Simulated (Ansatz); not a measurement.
A structure relaxed at PBE0-D4/def2-TZVP, charge 0, multiplicity 1:

Cartesian coordinates in Å:
```
C -0.7396 1.4634 0.6232
N 0.0121 0.6073 1.1696
Ga 0.5747 -0.8211 0.1202
O 0.0851 -0.9376 -1.5863
Cl 1.8187 -2.3593 0.9109
H -1.0893 2.3206 1.2145
H -1.0928 1.4400 -0.4184
H 0.4312 -1.7134 -2.0336
```

Task: Give its formula and SMILES.

Result: CH3ClGaNO, `C=[N][Ga]([OH])[Cl]`.

Task: Point group (tolerance 0.08 Å, 0.16 Å for H)?

Result: Cs.

Task: Summarise the bond lengths by kind.

Result: 1 × C–N 1.263 Å; 2 × C–H 1.098 to 1.100 Å; 1 × Ga–N 1.860 Å; 1 × Ga–O 1.779 Å; 1 × Cl–Ga 2.131 Å; 1 × H–O 0.960 Å.

Computed with Ansatz.
